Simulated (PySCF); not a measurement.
C2H6AlFIN, SMILES C[N](C)[Al]([F])[I].

Coordinates come from a PBE0-D3(BJ)/def2-SVP optimisation. The def2 effective core potentials stand for the cores of I; spin–orbit coupling is left out. The values are those of a single conformer.

Level of theory: M06-2X/def2-TZVP run with PySCF.

**Question.** Estimate the frontier levels, gap, dipole moment and polarisability. (An estimate is asked for; the answer gives what the named calculation found.)

**Answer.** 
```json
{
  "highest_occupied_level": "-8.10 eV",
  "lowest_empty_level": "-0.26 eV",
  "orbital_gap": "7.84 eV",
  "dipole_moment": "0.457 e·Å",
  "quadrupole, principal values (traceless, Buckingham form, about the centre of nuclear charge)": "-7.80, 2.30, 5.50 D·Å",
  "mean_static_polarisability": "85.3 bohr³ (12.64 Å³)",
  "polarisability_principal_values": "67.3, 79.7, 108.9 bohr³"
}
```
